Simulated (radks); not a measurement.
Q: O, 8 electrons, occupied as [He] 2s2 2p4 (the NIST ground configuration). Calculated with a radial shooting solver on a logarithmic mesh with Libxc functionals: non-relativistic Kohn-Sham, r2SCAN, spin-polarised, spherical densities, point nucleus; open shells are filled with parallel spins first; meta-GGA in the generalised Kohn-Sham scheme. Some entries of the table are withheld. Estimate them.

orbital  occ.  eigenvalue (hartree)  <r> (bohr)  <1/r> (bohr^-1)
1s up       1             -19.11303      0.1998            7.620
1s down     1             -19.05262      0.1990            7.639
2s up       1                   (1)       1.124            1.299
2s down     1                   (2)       1.167            1.247
2p up       3              -0.40286       1.213            1.133
2p down     1              -0.24959       1.354            1.048

A: 
(1) 2s up eigenvalue (hartree): -0.98977
(2) 2s down eigenvalue (hartree): -0.83416
